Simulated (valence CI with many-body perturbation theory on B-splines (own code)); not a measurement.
# Ba41+ in brief

Level of theory: valence CI with perturbative core correlation (CI+MBPT): five valence electrons over a frozen Dirac-Fock core [Ne], a basis of 11 s, 11 p, 10 d, 8 f, 5 g, 2 h functions for each j, with the one-electron correlation potential Σ1, the two-electron term Σ2, the three-electron term Σ3, Breit, model QED; selected CI, second order for the rest, scaled by the run's own slope (own B-spline code, finite nucleus).

The last digits are not significant, and no measured levels were compared; by estimate large intervals hold to a few tenths of a per cent, small ones and those within an open d or f shell to about a per cent. Among the levels kept, up to 3200 cm⁻¹ of a level comes from second order outside the variational space, and about a tenth of that is noise between levels of different J, which matters for small intervals.

Levels are named by their leading jj configuration (3d3/2^4 stands for four electrons in 3d with j = 3/2), which in mixed levels can hold well under half, so a name can repeat and another be missing.

Rates and lifetimes use the calculated energies. Strong lines usually hold to 10 to 20 %, long lifetimes can be off by a factor of two.

Task: What is the ground level?

Result: (3s^2 3p1/2^2 3p3/2) J=3/2, composition 44 % 3s2.3p3 2P° + 29 % 3s2.3p3 4S° + 25 % 3s2.3p3 2D°, g = 1.389.

Task: What is the ionisation energy?

Result: 3084.1 eV; NIST lists 3081 ± 4 eV (theoretical).

Task: Among levels below 598.35 eV, which E1 lines absorb most strongly from the ground level?

Result: to (3s^2 3p1/2 3p3/2 3d3/2) J=3/2 at 4.460 nm, f = 0.279; to (3s^2 3p1/2 3p3/2 3d3/2) J=5/2 at 4.522 nm, f = 0.181; to (3s^2 3p1/2 3p3/2 3d3/2) J=1/2 at 4.458 nm, f = 0.102.

Task: Where does the other parity begin?

Result: At (3s^2 3p1/2^2 3d3/2) J=3/2, 159.38 eV.

Task: How well does LS coupling describe the low levels?

Result: Among the lowest 20 levels the leading LS term, summed over configurations, holds 51 % on average. For single configurations the figures are 48 % in LS and 85 % in jj coupling. Terms mix most in the J = 3/2 level at 245.39 eV, where the leading one holds 31 %.
